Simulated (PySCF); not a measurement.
Be(Br)(iPr) (C3H7BeBr), SMILES C[CH](C)[Be][Br]. Atoms are numbered in the order given.

```xyz
12

Be    -0.2079    -0.2122     0.0000
Br     1.7447     0.0278     0.0000
C     -1.8833    -0.4108     0.0000
C     -2.5440     0.1621     1.2690
C     -2.5440     0.1621    -1.2690
H     -2.0594    -1.5066     0.0000
H     -3.6337    -0.0224     1.2719
H     -2.4043     1.2549     1.3401
H     -2.1344    -0.2812     2.1921
H     -2.1344    -0.2812    -2.1921
H     -3.6337    -0.0224    -1.2719
H     -2.4043     1.2549    -1.3401
```
Charge 0, spin multiplicity 1.

Geometry: ωB97X-D3(BJ)/def2-SVP. The structure was generated by enumeration; whether it is a known compound was not checked. The values are those of a single conformer.

All values below come from TDA-LC-ωPBE/def2-SVPD in PySCF.

Vertical excitations.  State labels are in the subgroup Cs.

```csv
state,symmetry,energy (eV),λ (nm),f,main pairs
S1,A',6.71,185,0.016,"HOMO→LUMO 39 %, HOMO→LUMO+2 22 %, HOMO→LUMO+4 20 %, HOMO→LUMO+3 11 %"
S2,A",6.76,183,0.037,"HOMO→LUMO+1 66 %, HOMO→LUMO+5 26 %"
S3,A',7.48,166,0.040,"HOMO→LUMO+3 40 %, HOMO→LUMO 26 %, HOMO→LUMO+2 19 %"
S4,A",7.58,163,0.000,"HOMO−1→LUMO+1 34 %, HOMO−2→LUMO 18 %, HOMO−1→LUMO+5 17 %, HOMO−2→LUMO+4 11 %"
S5,A',7.63,162,0.000,"HOMO−2→LUMO+1 31 %, HOMO−1→LUMO 21 %, HOMO−2→LUMO+5 15 %, HOMO−1→LUMO+4 13 %"
S6,A",7.63,162,0.000,"HOMO−1→LUMO+1 28 %, HOMO−2→LUMO 23 %, HOMO−2→LUMO+4 14 %, HOMO−1→LUMO+5 14 %"
S7,A',8.09,153,0.109,"HOMO−1→LUMO+2 56 %, HOMO−1→LUMO 30 %"
S8,A",8.10,153,0.122,"HOMO−2→LUMO+2 59 %, HOMO−2→LUMO 28 %"
S9,A',8.54,145,0.011,"HOMO→LUMO+2 27 %, HOMO→LUMO+3 24 %, HOMO→LUMO+4 9 %, HOMO−2→LUMO+1 7 %"
S10,A',8.67,143,0.467,"HOMO−2→LUMO+1 20 %, HOMO→LUMO+2 11 %, HOMO−1→LUMO 11 %, HOMO−2→LUMO+5 11 %"
T1,A',5.95,208,0,"HOMO→LUMO 32 %, HOMO→LUMO+4 25 %, HOMO→LUMO+2 19 %, HOMO→LUMO+3 13 %"
T2,A",6.00,207,0,"HOMO→LUMO+1 57 %, HOMO→LUMO+5 32 %"
T3,A',6.93,179,0,"HOMO→LUMO+3 17 %, HOMO→LUMO 15 %, HOMO→LUMO+2 13 %, HOMO−2→LUMO+1 12 %"
T4,A',7.07,175,0,"HOMO−2→LUMO+1 18 %, HOMO→LUMO+3 12 %, HOMO−1→LUMO 11 %, HOMO→LUMO 10 %"
```
Triplets are in the Tamm–Dancoff approximation.
